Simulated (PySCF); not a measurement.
## Steps of a relaxation of ReOF5

ReOF5 (singlet; a saddle point, relaxed within its symmetry). PySCF 2.14.0, RKS r2SCAN, Re def2-SVP with ECP60, O def2-SVP, F def2-SVP; non-relativistic Hamiltonian with scalar-relativistic core potentials where named; density fitting; no spin-orbit coupling. Origin of the start: template. Columns: position (Å) and force (eV/Å). Energies are counted from the last step; some of the 9 steps are shown. Forces carry noise of the integration grid, about 0.01 to 0.03 eV/Å.

Run from Python with OMP_NUM_THREADS=2. Where DIIS fails, smearing, a level shift and second-order steps follow.
It took 61 s on 2 threads of Arm Neoverse V1 (shared host), from the converged density of the start.

```xyz
7
step 0  E = 5.963 eV
Re    0.0219    0.0000    0.0192    -8.92    0.00   -6.40
O     1.1338    0.0000    0.9960    19.50    0.00   14.05
F    -0.6177    1.1079    1.1430    -5.21    7.14    4.75
F    -0.6177   -1.1079    1.1430    -5.21   -7.14    4.75
F     1.3012    0.0000   -1.1046     6.65    0.00   -6.76
F    -0.6177    1.1079   -1.1046    -3.40    7.22   -5.19
F    -0.6177   -1.1079   -1.1046    -3.40   -7.22   -5.19
```

```xyz
7
step 3  E = 0.036 eV
Re    0.0448    0.0000    0.0626    -0.17    0.00   -0.07
O     1.3752    0.0000    1.0862     0.34    0.00   -0.01
F    -0.7699    1.2445    1.1780    -0.16   -0.15   -0.02
F    -0.7699   -1.2445    1.1780    -0.16    0.15   -0.02
F     1.3584    0.0000   -1.2748    -0.09    0.00   -0.03
F    -0.6264    1.2813   -1.1212     0.12    0.11    0.08
F    -0.6264   -1.2813   -1.1212     0.12   -0.11    0.08
```

```xyz
7
step 5  E = 0.003 eV
Re    0.0486    0.0000    0.0641     0.01    0.00   -0.14
O     1.4081    0.0000    1.0575    -0.20    0.00   -0.09
F    -0.8131    1.2106    1.1830     0.03   -0.05    0.00
F    -0.8131   -1.2106    1.1830     0.03    0.05    0.00
F     1.3358    0.0000   -1.3050    -0.04    0.00    0.04
F    -0.5902    1.3200   -1.0976     0.08   -0.04    0.09
F    -0.5902   -1.3200   -1.0976     0.08    0.04    0.09
```

Where does the relaxation end?

It converges at step 8 in Cs:
```xyz
7
step 8  E = 0
Re    0.0457    0.0000    0.0575
O     1.4008    0.0000    1.0498
F    -0.8174    1.2016    1.1855
F    -0.8174   -1.2016    1.1855
F     1.3295    0.0000   -1.3135
F    -0.5777    1.3342   -1.0886
F    -0.5777   -1.3342   -1.0886
```

How did the contacts change?


```json
{"contact": "Re1–O2 (O)", "start (Å)": "1.480", "end (Å)": "1.680"}
{"contact": "Re1–F3 (F)", "start (Å)": "1.703", "end (Å)": "1.860"}
{"contact": "Re1–F4 (F)", "start (Å)": "1.703", "end (Å)": "1.860"}
{"contact": "Re1–F5 (F)", "start (Å)": "1.703", "end (Å)": "1.878"}
{"contact": "Re1–F6 (F)", "start (Å)": "1.703", "end (Å)": "1.866"}
{"contact": "Re1–F7 (F)", "start (Å)": "1.703", "end (Å)": "1.866"}
```
